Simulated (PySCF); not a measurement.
These compounds are isomers of formula C8H14FN.

A. `CCC/C=C\N(C)/C=C\F`
B. SMILES CC(C)C1=C(F)N(C)CC1
C. `CCCC1=C(F)N(C)CC1`

Spectrum 1. ¹H NMR (300 MHz, computed): δ 3.08 (m, 2H), 2.72 (sept, 1H), 2.53 (s, 3H), 2.51 (m, 2H), 1.06 (d, 6H). ¹³C{¹H} NMR (computed): δ 163.9 (C), 94.6 (C), 52.9 (CH2), 36.7 (CH3), 28.3 (CH), 25.2 (CH2), 23.8 (CH3).

Spectrum 2. ¹H NMR (300 MHz, computed): δ 3.08 (m, 2H), 2.53 (s, 3H), 2.52 (m, 2H), 2.02 (t, 2H), 1.38 (m, 2H), 1.06 (t, 3H). ¹³C{¹H} NMR (computed): δ 164.8 (C), 89.7 (C), 52.4 (CH2), 36.5 (CH3), 32.0 (CH2), 29.8 (CH2), 27.9 (CH2), 17.0 (CH3).

Spectrum 3. ¹H NMR (300 MHz, computed): δ 6.20 (m, 1H), 5.74 (d, 1H), 5.08 (m, 1H), 4.37 (m, 1H), 3.38 (s, 3H), 2.11 (m, 2H), 1.40 (m, 2H), 1.05 (t, 3H). ¹³C{¹H} NMR (computed): δ 139.0 (CH), 136.3 (CH), 123.9 (CH), 110.1 (CH), 40.3 (CH3), 34.7 (CH2), 31.3 (CH2), 17.3 (CH3).

- GFN2-xTB geometry
- NMR shieldings at PBE0/pcSseg-1/GIAO
- program: PySCF
- no relativistic terms, in vacuum, single conformer, rapidly exchanging positions averaged

Referencing at the same level of theory: TMS for ¹H (σ = 31.72 ppm), ¹³C (σ = 186.93 ppm). Splittings of carbon signals by F and P are missing where no couplings were computed. Where no couplings were computed, multiplicities follow the n + 1 count of equivalent neighbours, and m marks all less simple cases (inequivalent or close neighbours, rings, F or P nearby). Shifts are as computed. Against solution values, carbons near 30 ppm lie about +3 ppm off and those near 130 ppm about +5 ppm. Of 1211 compounds with measured shifts, 218 miss one by over three times the rms of a fit or turn the order of signals round; such compounds aren't used in these exercises.

Problem. Which spectrum belongs to which compound?

Solution. 1–B, 2–C, 3–A.

- Spectrum 1 (B): 7 ¹³C signals; δC 163.9 is an alkene carbon bearing nitrogen; δC 94.6 is a β carbon of an enol-ether or enamine type C=C.
- Spectrum 2 (C): 8 ¹³C signals; δC 164.8 is an alkene carbon bearing nitrogen; δC 89.7 is a β carbon of an enol-ether or enamine type C=C.
- Spectrum 3 (A): 8 ¹³C signals; δC 139.0 is an alkene carbon bearing nitrogen; δC 123.9 is an alkene carbon bearing nitrogen.
